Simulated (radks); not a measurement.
Problem. The mean radii <r> (bohr) of the occupied orbitals of an atom or ion are listed with their occupations. Method: scalar-relativistic Kohn-Sham, Wu-Cohen GGA, spin-polarised, spherical densities, finite nucleus; Fermi nuclear charge, rms radius of each element as measured or else 0.836 A^(1/3) + 0.57 fm; computed with a radial shooting solver on a logarithmic mesh with Libxc functionals.

| orbital | occ. | <r> |
|---|---|---|
| 1s up | 1 | 0.1766 |
| 1s down | 1 | 0.1765 |
| 2s up | 1 | 1.000 |
| 2s down | 1 | 1.012 |
| 2p up | 3 | 1.087 |
| 2p down | 2 | 1.124 |

Name the element and its charge. Open shells, if any, are filled with parallel spins first.

Solution. Z = 9, fluorine, charge 0: F in [He] 2s2 2p5. The 1s radius gives Z: for a bare nucleus <r> = (2 gamma + 1)/(2Z) with gamma = sqrt(1 - (Z/c)^2), 0.1664 bohr for Z = 9, and screening makes it slightly larger (0.1766 here). The occupations add up to 9, and the charge is Z minus that.
